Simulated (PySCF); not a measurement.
trisilylamine cation (H₉NSi₃), SMILES [SiH3]N([SiH3])[SiH3] (connectivity only; charge and spin as stated), charge +1, multiplicity 2.

The structure is a stationary point at PBE-D3(BJ)/def2-SVP. The spin state was assumed, not searched.

The numbers are results of TDA-M06-2X/def2-SVPD (PySCF), not measurements.

Vertical excitations. Isolated molecule, no solvent.

Computed UV-visible absorptions:
| state | energy (eV) | λ (nm) | f | main pairs |
|---|---|---|---|---|
| root 1 | 2.52 | 491 | 0.000 | β HOMO−3→LUMO 60 %, β HOMO−6→LUMO 22 % |
| root 2 | 2.52 | 491 | 0.000 | β HOMO−4→LUMO 60 %, β HOMO−7→LUMO 22 % |
| root 3 | 3.42 | 362 | 0.010 | β HOMO→LUMO 99 % |
| root 4 | 3.67 | 338 | 0.104 | β HOMO−2→LUMO 69 %, β HOMO−1→LUMO 29 % |
| root 5 | 3.67 | 338 | 0.104 | β HOMO−1→LUMO 69 %, β HOMO−2→LUMO 29 % |
| root 6 | 4.36 | 284 | 0.000 | β HOMO−5→LUMO 96 % |
| root 7 | 4.56 | 272 | 0.000 | β HOMO−6→LUMO 68 %, β HOMO−3→LUMO 29 % |
| root 8 | 4.56 | 272 | 0.000 | β HOMO−7→LUMO 68 %, β HOMO−4→LUMO 29 % |
| root 9 | 7.23 | 172 | 0.000 | α HOMO→LUMO 82 %, β HOMO−8→LUMO 7 % |
| root 10 | 7.70 | 161 | 0.000 | α HOMO−1→LUMO 34 %, β HOMO→LUMO+1 45 % |
Unrestricted roots are not spin-pure.
